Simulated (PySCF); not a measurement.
(E)-1-chloro-2-fluoroprop-1-ene (C₃H₄ClF), SMILES C/C(F)=C\Cl. Atoms are numbered in the order given.

```xyz
9

C     -1.3635     1.1206     0.0000
C      0.0936     0.8624     0.0000
F      0.8352     1.9764     0.0000
C      0.7421    -0.3055     0.0000
Cl    -0.0572    -1.8300     0.0000
H     -1.6424     1.7101     0.8878
H     -1.9256     0.1797     0.0000
H     -1.6424     1.7101    -0.8878
H      1.8323    -0.3433     0.0000
```

The structure is a stationary point at PBE0-D3(BJ)/def2-SVP.

Method: PBE0-D3(BJ)/def2-SVP run with PySCF.

Frequencies are harmonic and unscaled.

Question: Give all harmonic wavenumbers and intensities. (Estimate from the structure and the level; the computed values follow.)

Answer: 
```json
[
 {"mode": "1", "ν (cm⁻¹)": "155", "IR (km/mol)": "0.2", "moving atoms (share of kinetic energy)": "H 96 %"},
 {"mode": "2", "ν (cm⁻¹)": "223", "IR (km/mol)": "2.7", "moving atoms (share of kinetic energy)": "C 51 %, Cl 29 %, H 17 %"},
 {"mode": "3", "ν (cm⁻¹)": "262", "IR (km/mol)": "1.5", "moving atoms (share of kinetic energy)": "C 56 %, F 23 %, H 11 %, Cl 10 %"},
 {"mode": "4", "ν (cm⁻¹)": "418", "IR (km/mol)": "4.8", "moving atoms (share of kinetic energy)": "F 46 %, C 26 %, Cl 15 %, H 13 %"},
 {"mode": "5", "ν (cm⁻¹)": "467", "IR (km/mol)": "3.8", "moving atoms (share of kinetic energy)": "C 57 %, H 38 %"},
 {"mode": "6", "ν (cm⁻¹)": "472", "IR (km/mol)": "1.2", "moving atoms (share of kinetic energy)": "F 33 %, C 27 %, Cl 24 %, H 16 %"},
 {"mode": "7", "ν (cm⁻¹)": "818", "IR (km/mol)": "44.7", "moving atoms (share of kinetic energy)": "H 70 %, C 29 %"},
 {"mode": "8", "ν (cm⁻¹)": "819", "IR (km/mol)": "6.4", "moving atoms (share of kinetic energy)": "C 74 %, H 14 %"},
 {"mode": "9", "ν (cm⁻¹)": "952", "IR (km/mol)": "71.4", "moving atoms (share of kinetic energy)": "C 47 %, H 27 %, F 19 %"},
 {"mode": "10", "ν (cm⁻¹)": "1021", "IR (km/mol)": "15.6", "moving atoms (share of kinetic energy)": "H 61 %, C 35 %"},
 {"mode": "11", "ν (cm⁻¹)": "1049", "IR (km/mol)": "1.2", "moving atoms (share of kinetic energy)": "H 62 %, C 37 %"},
 {"mode": "12", "ν (cm⁻¹)": "1209", "IR (km/mol)": "100.9", "moving atoms (share of kinetic energy)": "H 59 %, C 30 %, F 11 %"},
 {"mode": "13", "ν (cm⁻¹)": "1322", "IR (km/mol)": "23.7", "moving atoms (share of kinetic energy)": "H 55 %, C 39 %"},
 {"mode": "14", "ν (cm⁻¹)": "1418", "IR (km/mol)": "53.2", "moving atoms (share of kinetic energy)": "C 51 %, H 47 %"},
 {"mode": "15", "ν (cm⁻¹)": "1442", "IR (km/mol)": "3.2", "moving atoms (share of kinetic energy)": "H 94 %"},
 {"mode": "16", "ν (cm⁻¹)": "1445", "IR (km/mol)": "9.5", "moving atoms (share of kinetic energy)": "H 96 %"},
 {"mode": "17", "ν (cm⁻¹)": "1774", "IR (km/mol)": "38.3", "moving atoms (share of kinetic energy)": "C 95 %"},
 {"mode": "18", "ν (cm⁻¹)": "3063", "IR (km/mol)": "8.2", "moving atoms (share of kinetic energy)": "H 97 %"},
 {"mode": "19", "ν (cm⁻¹)": "3145", "IR (km/mol)": "2.9", "moving atoms (share of kinetic energy)": "H 91 %, C 9 %"},
 {"mode": "20", "ν (cm⁻¹)": "3204", "IR (km/mol)": "0.4", "moving atoms (share of kinetic energy)": "H 91 %, C 9 %"},
 {"mode": "21", "ν (cm⁻¹)": "3252", "IR (km/mol)": "10.0", "moving atoms (share of kinetic energy)": "H 91 %, C 9 %"}
]
```
